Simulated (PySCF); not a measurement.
Input of a run (PBE0-D3(BJ)/def2-SVP geometry optimisation, gas phase (PySCF 2.14.0)), started from GFN2-xTB:
```
{"job": {"xc": "PBE0", "basis": "def2-SVP", "d3": "d3bj", "grid": 1, "maxiter": 30, "shake": 0.01, "kind": "geom"}, "charge": 0, "multiplicity": 1}
B     -2.098190     1.941140    -0.658510
O     -1.100160     1.197470    -0.320120
C     -0.910080    -0.112680    -0.811700
O     -1.206280    -1.058590     0.149080
C     -2.626070    -1.172630     0.403200
Ge     1.088890    -0.306290    -0.936030
C      1.845200    -0.067830     0.882810
C      3.374210    -0.061920     0.926250
H     -2.929130     1.618600    -1.429580
H     -2.167590     3.016110    -0.138740
H     -1.487690    -0.257890    -1.714280
H     -3.165770    -1.405230    -0.497790
H     -3.049530    -0.226600     0.825280
H     -2.755320    -1.970750     1.140900
H      1.615650     0.707110    -1.903850
H      1.432160    -1.644300    -1.513120
H      1.442520    -0.850990     1.513240
H      1.441290     0.882020     1.282430
H      3.751700    -1.015170     0.553000
H      3.738260     0.745630     0.326910
H      3.694750     0.065080     1.943640
```

Output (energies in Eh, forces in Eh/bohr):
```
step   0  E = -2411.39362322  max force = 0.038621
step   1  E = -2411.40473802  max force = 0.008877
step   2  E = -2411.40575760  max force = 0.007291
step   3  E = -2411.40608727  max force = 0.002215
step   4  E = -2411.40624076  max force = 0.001996
step   5  E = -2411.40631326  max force = 0.001903
step   6  E = -2411.40637062  max force = 0.001070
step   7  E = -2411.40641360  max force = 0.000843
step   8  E = -2411.40645072  max force = 0.001242
step   9  E = -2411.40647334  max force = 0.000826
step  10  E = -2411.40647821  max force = 0.000229
optimisation converged
```

Q: Summarise the run.

A: The energy falls by 33.8 kJ/mol over 11 energy and gradient evaluations, the largest force component goes from 0.0386 to 2.3e-04 Eh/bohr, and the atoms move by 0.189 Å rms after alignment. The bond that changes most is B1–O2 (three-coordinate boron to boron-bound oxygen), which lengthens by 0.053 Å. Bonds longer at the end by more than 0.005 Å: 12 of 20; shorter: 5. Among the angles that change most is O4–C3–Ge6, from 101.0° to 106.3°. Among the dihedrals that turn most is B1–O2–C3–Ge6, from 146° to 119°. The energy never rose by more than 1e-6 Eh on the way. The first step brought 86 % of the lowering.

Q: What are the final bond lengths?

A: B1–O2 1.342 Å, O2–C3 1.424 Å, C3–O4 1.378 Å, O4–C5 1.404 Å, C3–Ge6 1.985 Å, Ge6–C7 1.953 Å, C7–C8 1.523 Å, B1–H9 1.215 Å, B1–H10 1.208 Å, C3–H11 1.111 Å, C5–H12 1.106 Å, C5–H13 1.104 Å, C5–H14 1.098 Å, Ge6–H15 1.545 Å, Ge6–H16 1.543 Å, C7–H17 1.102 Å, C7–H18 1.102 Å, C8–H19 1.102 Å, C8–H20 1.102 Å, C8–H21 1.102 Å. Numbering counts from 1 in the input's order; the species is `BO[C@H](OC)[GeH2][CH2]C`.

The run used 195 basis functions and 73 SCF cycles in all. On one thread of an Arm Neoverse N1, no GPU, shared host with 64 logical CPUs at a one-minute load of 59, this took 7.0 min and 0.78 GiB of memory at its peak.

No frequency check. The numbers are those of one conformer.
